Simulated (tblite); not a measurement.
Isomers of C8H11O2P. Computed values, GFN2-xTB/tblite, gas phase, harmonic and unscaled. Against measured fundamentals such values can be off by several per cent, at times by over 20. Modes of hydrogen on phosphorus can be 10 to 20 % off. One conformer each.

Electronic energies: GFN2-xTB at the same geometries; isomer energies are rough at this level and their order can be wrong.

```json
{"SMILES": "C#CC[P@@](=O)(O)C1=CCCC1", "electronic energy, lowest = 0 (kJ/mol)": "195.7"}
{"SMILES": "CC(C)(C)c1oc(C=O)cp1", "electronic energy, lowest = 0 (kJ/mol)": "262.7"}
{"SMILES": "C[P@](=O)(O)Cc1ccccc1", "electronic energy, lowest = 0 (kJ/mol)": "0.0"}
{"SMILES": "COc1ccc([P@H](C)=O)cc1", "electronic energy, lowest = 0 (kJ/mol)": "98.7"}
{"SMILES": "CC(C)(C)c1occ(C=O)p1", "electronic energy, lowest = 0 (kJ/mol)": "260.8"}
{"SMILES": "CC#C[P@](=O)(O)C1=CCCC1", "electronic energy, lowest = 0 (kJ/mol)": "181.1"}
```

Problem. How do GFN2-xTB zero-point energies change the relative energies?

Solution. 
```csv
SMILES,ZPE (kJ/mol),of it from modes above 1550 cm⁻¹,electronic (kJ/mol),"with ZPE, lowest = 0 (kJ/mol)",lowest mode (cm⁻¹),rings
C[P@](=O)(O)Cc1ccccc1,446.8,222.9,0.0,0.0,27,1
COc1ccc([P@H](C)=O)cc1,444.6,213.8,98.7,96.6,46,1
CC#C[P@](=O)(O)C1=CCCC1,446.6,225.1,181.1,180.9,28,1
C#CC[P@@](=O)(O)C1=CCCC1,444.3,226.6,195.7,193.2,32,1
CC(C)(C)c1occ(C=O)p1,452.5,209.0,260.8,266.6,32,1
CC(C)(C)c1oc(C=O)cp1,452.2,209.2,262.7,268.1,15i,1
```

The zero-point energies span 8.2 kJ/mol, from `C#CC[P@@](=O)(O)C1=CCCC1` to `CC(C)(C)c1occ(C=O)p1`. Slightly imaginary modes are left out of the zero-point energy: `CC(C)(C)c1oc(C=O)cp1` 14.5i cm⁻¹. The order is unchanged.

Problem. What do entropy and thermal enthalpy add at 298.15 K and 1 bar (rigid rotor, harmonic oscillator, one conformer each)?

Solution. 
```json
{"SMILES": "C[P@](=O)(O)Cc1ccccc1", "point group": "C1", "symmetry number": "1", "S (J/(mol K))": "455.7", "H − H(0) (kJ/mol)": "33.83", "ZPE + H − H(0) − TS (kJ/mol)": "344.8"}
{"SMILES": "COc1ccc([P@H](C)=O)cc1", "point group": "C1", "symmetry number": "1", "S (J/(mol K))": "449.2", "H − H(0) (kJ/mol)": "33.47", "ZPE + H − H(0) − TS (kJ/mol)": "344.2"}
{"SMILES": "CC#C[P@](=O)(O)C1=CCCC1", "point group": "C1", "symmetry number": "1", "S (J/(mol K))": "498.7", "H − H(0) (kJ/mol)": "37.67", "ZPE + H − H(0) − TS (kJ/mol)": "335.6"}
{"SMILES": "C#CC[P@@](=O)(O)C1=CCCC1", "point group": "C1", "symmetry number": "1", "S (J/(mol K))": "481.9", "H − H(0) (kJ/mol)": "36.44", "ZPE + H − H(0) − TS (kJ/mol)": "337.0"}
```

Not tabulated: `CC(C)(C)c1occ(C=O)p1` (point group not settled); `CC(C)(C)c1oc(C=O)cp1` (lowest mode only 14i cm⁻¹).
